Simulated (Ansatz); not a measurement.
Fluoranthene (C₁₆H₁₀), relaxed as a singlet with RKS PBE-D4/def2-SVP in Ansatz, starting from the GFN2-xTB geometry. Force threshold 0.03 eV/Å.

Start:

```csv
atom,x (Å),y (Å),z (Å)
C1,3.672,-0.294,0.479
C2,3.253,-0.123,1.789
C3,1.906,0.035,2.093
C4,0.987,0.016,1.063
C5,1.416,-0.160,-0.278
C6,2.757,-0.314,-0.567
C7,0.240,-0.140,-1.142
C8,0.006,-0.259,-2.488
C9,-1.323,-0.183,-2.950
C10,-2.394,0.003,-2.111
C11,-2.192,0.132,-0.717
C12,-3.160,0.330,0.294
C13,-2.776,0.430,1.609
C14,-1.432,0.344,2.021
C15,-0.466,0.153,1.067
C16,-0.868,0.052,-0.285
H17,4.725,-0.413,0.268
H18,3.984,-0.111,2.584
H19,1.586,0.170,3.116
H20,3.091,-0.448,-1.586
H21,0.808,-0.409,-3.197
H22,-1.498,-0.281,-4.012
H23,-3.396,0.053,-2.513
H24,-4.205,0.403,0.028
H25,-3.532,0.585,2.366
H26,-1.191,0.430,3.070
```

| step | energy (eV) | largest force component (eV/Å) | SCF passes |
| --- | --- | --- | --- |
| 1 | -16723.2106 | 0.732 | 23 |
| 2 | -16723.4143 | 0.191 | 22 |
| 3 | -16723.4307 | 0.027 | 23 |

Force components are those of the run's own axes.

End:

```xyz
26

C     3.722   -0.300    0.484
C     3.297   -0.122    1.813
C     1.933    0.037    2.118
C     0.998    0.017    1.076
C     1.432   -0.163   -0.281
C     2.792   -0.321   -0.572
C     0.240   -0.142   -1.149
C     0.004   -0.262   -2.514
C    -1.340   -0.183   -2.988
C    -2.427    0.006   -2.134
C    -2.218    0.134   -0.726
C    -3.201    0.331    0.293
C    -2.814    0.433    1.629
C    -1.450    0.349    2.041
C    -0.470    0.156    1.073
C    -0.878    0.053   -0.287
H     4.794   -0.422    0.267
H     4.041   -0.109    2.624
H     1.608    0.176    3.160
H     3.131   -0.461   -1.610
H     0.824   -0.414   -3.232
H    -1.522   -0.280   -4.069
H    -3.448    0.060   -2.543
H    -4.265    0.403    0.019
H    -3.586    0.588    2.398
H    -1.199    0.437    3.109
```

By distances, no bond broke or formed. The bond that changes most is C12–C13, from 1.37 to 1.39 Å (atoms count from 1).

No frequencies were taken in this run, so the end may be a saddle point.

It took 18 s on 4 threads of Arm Neoverse V1 on a shared host.
